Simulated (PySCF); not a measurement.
A calculated (PBE0, PySCF 2.14, aug-cc-pwCVTZ-X2C with one added diffuse shell each of s, p, d, f type, scalar relativity by spin-free X2C-1e) atom or ion has these occupied shells.

```tsv
shell	electrons	orbital energy (eV)	rms radius, mean of both spins (bohr)
1s	2	-3559.6	0.0937
2s	2	-370.83	0.421
2p	6	-294.99	0.390
3s	2	-44.837	1.36
3p	6	-26.906	1.55
```

**Question.** Name the element and its charge.

**Answer.** K⁺ (potassium, charge +1), in [Ar], closed-shell 1S.
